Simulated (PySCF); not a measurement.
# Pb²⁺ (lead, charge +2) across methods

[Xe] 4f14 5d10 6s1 6d1, high-spin 3D determinant (an excited configuration). Computed with PySCF 2.14 in aug-cc-pwCVTZ-PP with ECP60MDF (8s7p6d4f1g, 96 functions), with a scalar-relativistic core potential.

```
 method  E (hartree)  mean ε 5d β (eV)  mean ε 6s α (eV)  mean ε 6d α (eV)  Σ⟨r²⟩ (bohr²)   ⟨S²⟩
r2SCANh    -191.4309           -43.462           -31.629           -10.780          51.75  2.001
  B97-3    -191.4239           -44.495           -31.941           -11.046          52.05  2.000
 r2SCAN    -191.4535           -42.589           -31.210           -10.633          51.62  2.001
  TPSSh    -191.3209           -42.929           -31.361           -10.797          51.81  2.001
   PBE0    -191.3764           -44.342           -32.118           -11.089          51.97  2.000
    UHF   -190.44947           -50.289           -34.248           -11.825          53.93  2.001
    LDA    -191.0728           -42.121           -31.580           -10.606          51.60  2.000
    PBE    -191.4032           -41.988           -31.119           -10.718          51.66  2.000
wB97M-V    -191.3008           -46.880           -34.165           -12.111          52.24  2.000
```

Energies and moments cover only the electrons outside the core potential. Spin-orbit coupling, absent here, splits the open shell strongly. The outer electron is Rydberg-like, and this basis confines it to a smaller radius and binds it less than a complete one would.
